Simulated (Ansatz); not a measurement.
Consider the redistribution: `CN([SiH3])B[SiH3]` + `BS[CH2][GeH3]` → `BSCB[SiH3]` + `C[N]([SiH3])[GeH3]`.

Gas-phase electronic energies from Ansatz, PBE0-D4/def2-TZVP geometries. CCSD(T)/CBS adds triple-zeta CCSD(T) − MP2 to the extrapolated MP2 energy (def2 sets, frozen cores). DFT in def2-TZVPP. For Ge outer-core shells are correlated without core-valence functions, which leaves a few kJ/mol of doubt a bond. Scalar relativity is left out up to krypton. Each species was taken in one conformer, which may not be the lowest.

```tsv
level	ΔE (kJ/mol)
ωB97X-V	114.8
PBE	123.2
CCSD/def2-TZVPP	117.3
HF/def2-QZVPP	100.6
```

Q: What does CCSD(T)/CBS give? (Estimate.)

A: Computed: +120.4 kJ/mol. The listed levels differ from it by -5.6, 2.8, -3.1, -19.8 kJ/mol.

Largest T1 diagnostic among the species: 0.014.

In def2-TZVPP, CCSD(T) changes the Hartree–Fock value by +19.6 kJ/mol (the triples alone add +3.6 kJ/mol) and MP2 by +20.5 kJ/mol. From PBE to PBE0 (25 % exact exchange), in def2-TZVPP and without D4, ΔE moves by −3.2 kJ/mol.
